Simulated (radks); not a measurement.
Values are calculated unless marked as measured or tabulated.
Task: Rb2+, configuration [Ar] 3d10 4s2 4p5. Level of theory: Dirac Kohn-Sham, PBE, spin-unpolarised, spherical densities, point nucleus; open shells are shared between the two j in proportion to 2j + 1 (a radial shooting solver on a logarithmic mesh with Libxc functionals).

Spin-orbit splittings of the eigenvalues, e(l+1/2) - e(l-1/2), with zeta = 2 splitting/(2l+1) and mean radii in bohr:

shell  occ.  splitting (eV)  zeta (eV)  <r> j=l-1/2  <r> j=l+1/2
2p        6           60.79      40.53       0.1523       0.1563
3p        6               ?          ?       0.5114       0.5219
3d       10           1.552     0.6210       0.5225       0.5263
4p        5          0.9802     0.6535        1.616        1.647

Estimate the 3p splitting.

Result: 9.136 eV (zeta = 6.091 eV).
